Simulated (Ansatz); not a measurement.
Computed with Ansatz on PBE0-D4/def2-TZVP structures; ΔE is electronic, products minus reactants. CBS: MP2 limit from def2 TZ/QZ plus the TZ coupled-cluster correction, frozen cores. DFT in def2-TZVPP. B3LYP here is the variant with VWN-RPA as its local correlation; programs differ in this. Each species was taken in one conformer, which may not be the lowest.

Reaction (ligand exchange at the Si–C bond): `NC(F)([SiH3])S` + `F[SiH2]P` → `F[SiH2]P[SiH3]` + `NC(F)S`

`NC(F)([SiH3])S`:

Cartesian coordinates in Å:
```
N -0.749 -1.095 0.656
C 0.333 -0.464 0.033
F 1.004 -1.309 -0.886
Si -0.172 1.115 -0.915
S 1.647 -0.084 1.249
H -1.498 -1.320 0.014
H -0.473 -1.908 1.194
H 0.985 1.581 -1.712
H -0.584 2.142 0.072
H -1.321 0.793 -1.807
H 0.827 0.549 2.102
```

`F[SiH2]P`:

```xyz
7

F    -0.720   -0.158   -1.976
Si   -0.047    0.445   -0.653
P     0.432   -1.251    0.737
H     1.221    1.113   -1.038
H    -0.999    1.438   -0.096
H    -0.855   -1.250    1.337
H     0.968   -0.337    1.688
```

`F[SiH2]P[SiH3]`:

```xyz
10

F     0.960    0.035    2.464
Si    0.273   -0.909    1.367
P    -1.319    0.285    0.341
Si   -0.004    1.070   -1.313
H     1.359   -1.386    0.473
H    -0.356   -2.057    2.065
H    -1.767   -0.852   -0.389
H     0.747   -0.002   -2.016
H     0.958    2.019   -0.697
H    -0.851    1.796   -2.294
```

`NC(F)S`:

```xyz
8

N    -1.206    0.327    0.111
C     0.068   -0.026   -0.369
F    -0.004   -1.193   -1.095
S     1.257   -0.271    0.996
H    -1.470   -0.152    0.961
H    -1.342    1.321    0.191
H     0.437    0.749   -1.043
H     2.262   -0.755    0.247
```

Question: Is it downhill or uphill in electronic energy at CCSD(T)/CBS, and by how much? (Estimate.)

Answer: The calculation gave: Downhill: ΔE = -9.7 kcal/mol.

Question: What do these levels give: PBE0-D4, B3LYP-D4, r2SCANh-D4, PBE-QIDH, revPBE, r2SCANh? (Best estimate.)

Answer: The calculation gave: PBE0-D4 -11.7, B3LYP-D4 -9.3, r2SCANh-D4 -10.9, PBE-QIDH -11.4, revPBE -11.6, r2SCANh -10.9 kcal/mol.

Largest T1 diagnostic among the species: 0.013.

At CCSD(T), def2-SVP lies +2.7 kcal/mol from the extrapolated value and def2-TZVPP +0.1 kcal/mol. Leaving LDA and LC-ωPBE aside and taking each functional with its dispersion term where it has one, the values, not all of them listed here, spread over 3.4 kcal/mol, from HSE06-D4 to BLYP-D4. LDA lies +1.4 kcal/mol from PBE without D4. From PBE to PBE0 (25 % exact exchange), in def2-TZVPP and without D4, ΔE moves by −0.8 kcal/mol.
